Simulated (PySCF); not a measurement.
**Removing the step error of a finite difference**

System: CH3BBrFO (SMILES COB(F)Br), singlet, at a GFN2-xTB geometry, atoms displaced at random by about 0.03 Å a coordinate. Level: B3LYP/6-31G, gradient (PySCF). Sums are taken with unrounded values, so a last digit can differ.

Central differences of the energy along z of atom 8 gave a gradient component of 0.012070 Eh/bohr at step 0.05 and 0.010676 Eh/bohr at step 0.2 (atomic units).

Task: Extrapolate to zero step.

Result: The leading error of a symmetric difference goes as h², so A(h) = A0 + c h². Then c = (0.010676 - (0.012070))/(0.2² - 0.05²) = -0.0371 (atomic units) and A0 = 0.012070 - c × 0.05² = 0.012162 Eh/bohr. The analytic value from the same program and level (with grid response) is 0.012164 Eh/bohr: the smaller step missed it by -0.000094, the extrapolation by -0.000001.
